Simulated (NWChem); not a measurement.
Ga, doublet

Program: NWChem. Pople sets run with spherical d functions. Spin-unrestricted. The open p shell is one determinant without spherical averaging. No stability test was run on the SCF state. Fermi-contact couplings, non-relativistic, static geometry.

```
level                basis functions   <S²>
-------------------  ---------------  -----
CAM-B3LYP/6-31G*                  32  0.752
CAM-B3LYP/def2-SVP                32  0.753
CAM-B3LYP/def2-TZVP               48  0.753
CAM-B3LYP/cc-pVTZ                 43  0.753
```
